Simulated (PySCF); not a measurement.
Fill in the blanks.

CH10O2SSi3.
Geometry (GFN2-xTB, Å), atoms numbered from 1 in this order:
```xyz
17
CH10O2SSi3 angstrom
O     -1.737   -0.025   -0.824
Si    -0.989   -0.521    0.533
C      0.874   -0.141    0.339
O      1.213   -0.740   -0.898
Si     2.675   -0.879   -1.585
Si    -2.081    0.628    2.204
S     -2.025    2.766    1.911
H     -1.365   -0.223   -1.682
H     -1.092   -1.980    0.655
H      1.097    0.930    0.296
H      1.488   -0.564    1.137
H      2.287   -1.638   -2.765
H      3.240    0.437   -1.898
H      3.605   -1.585   -0.700
H     -3.499    0.285    2.327
H     -1.493    0.519    3.536
H     -2.205    2.741    0.598
```

```tsv
property	level	value
point group of the GFN2-xTB geometry	GFN2-xTB	C1
rotational constants A, B, C of the GFN2-xTB geometry	GFN2-xTB	2.458, 0.455, 0.432 GHz
dipole moment	B3LYP/def2-SVPD	?
HOMO energy	B3LYP/def2-SVPD	-6.93 eV
LUMO energy	B3LYP/def2-SVPD	?
lowest singlet excitation	TDDFT B3LYP/def2-SVPD	5.09 eV (244 nm, f = 0.027)
strongest line among the 8 lowest singlet transitions	TDDFT B3LYP/def2-SVPD	S6 at 6.42 eV (193 nm, f = 0.028)
lowest triplet excitation (Tamm–Dancoff)	TDA B3LYP/def2-SVPD	?
static isotropic polarisability	B3LYP/def2-SVPD	?
electronic spatial extent ⟨r²⟩ about the centre of nuclear charge	B3LYP/def2-SVPD	?
13C chemical shifts (computed TMS as zero) by class	GIAO PBE0/pcSseg-1	59.6 (C3) ppm
1H chemical shifts (computed TMS as zero) by class	GIAO PBE0/pcSseg-1	5.39 (H9), 4.91 (H12/H13/H14), 4.87 (H15), 4.31 (H16), 3.93 (H10), 3.30 (H11), 2.03 (H8), 0.05 (H17) ppm
isotropic shieldings of nuclei other than C and H, by class	GIAO PBE0/pcSseg-1	?
```

The electronic properties come from PySCF, for the isolated species, density fitting.

(1) What is the electronic spatial extent ⟨r²⟩ about the centre of nuclear charge?

(2) Give the static isotropic polarisability.

(3) What is the dipole moment?

(4) The LUMO energy?

(5) What is the lowest triplet excitation (Tamm–Dancoff)?

(6) Give the isotropic shieldings of nuclei other than C and H, by class.

Answers

(1) 2592 bohr².

(2) 124.0 au.

(3) 2.33 D.

(4) -0.93 eV.

(5) 4.78 eV.

(6) 336 (O1), 353 (O4), 363 (Si2), 379 (Si5), 418 (Si6), 819 (S7) ppm.

No computed singlet falls in the visible range (750 to 380 nm, 1.65 to 3.26 eV); S1 lies 1.83 eV above its blue end. The largest Löwdin shares of the LUMO are 0.21 on Si6, 0.20 on Si2, 0.15 on S7 and 0.09 on O1. The largest Löwdin shares of the HOMO are 0.69 on S7, 0.12 on Si6, 0.06 on H17 and 0.05 on H15. The polarisability is 18.38 Å³ as a volume (1 au = 0.148185 Å³), or 1.38 au for each of the 90 electrons.

For the NMR shielding job (PBE0/pcSseg-1), hardware: one thread of an Arm Neoverse N1, on a shared host. Cost: 64 s wall, 1.0 GiB resident at most.

One conformer stands for the species.
